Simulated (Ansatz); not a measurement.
System: C3H3F, charge 0, singlet. C3H3F (1-fluoropropa-1,2-diene, SMILES C=C=CF).
B3LYP-D3(BJ)/def2-TZVP minimum from Ansatz (a program for electronic structure):
```xyz
7

C     -1.8617    -0.2337    -0.0659
C     -0.5626    -0.2506    -0.1046
C      0.7338    -0.3047    -0.1606
F      1.5217     0.7013     0.2939
H     -2.4482     0.1702    -0.8849
H     -2.4086    -0.6172     0.7893
H      1.3043    -1.1309    -0.5626
```

Quantity: atomisation energy (electronic, to ground-state atoms), in kcal/mol. Open shells are spin-unrestricted; no spin-orbit coupling. CBS(X,Y): correlation extrapolated as X^-3, Hartree-Fock from the larger set (Q,5: extrapolated as (X+1)exp(-9√X)). A bracket is a step between two methods taken in the basis named. Functionals run without relativity, which enters their misses. 'core' is core correlation in cc-pwCVTZ, 'X2C' scalar relativity in cc-pVTZ-DK, both at CCSD(T). For partners of very few electrons the exact lower level stands in for a higher one. The restricted determinant of C3H3F (C=C=CF, singlet) is unstable towards broken spin symmetry in at least one set run.

CCSD(T)/CBS(cc-pVQZ,cc-pV5Z) + [CCSDT(Q) - CCSD(T)]/cc-pVDZ + core + X2C (Ansatz) gives 707.3 kcal/mol.

### Question
How far off this value is PBE/def2-TZVPD (Ansatz), in which direction, and which of these levels come nearer: B3LYP/def2-TZVPD, wB97M-V/def2-TZVPD, CCSD(T)/CBS(cc-pVQZ,cc-pV5Z) + core + X2C?

### Answer
PBE gives 734.8 kcal/mol, 27.5 kcal/mol above it. Differences of the others: B3LYP/def2-TZVPD (Ansatz) -1.5; wB97M-V/def2-TZVPD (Ansatz) 1.0; CCSD(T)/CBS(cc-pVQZ,cc-pV5Z) + core + X2C (Ansatz) -0.9 kcal/mol. Nearer than PBE: B3LYP/def2-TZVPD, wB97M-V/def2-TZVPD, CCSD(T)/CBS(cc-pVQZ,cc-pV5Z) + core + X2C.
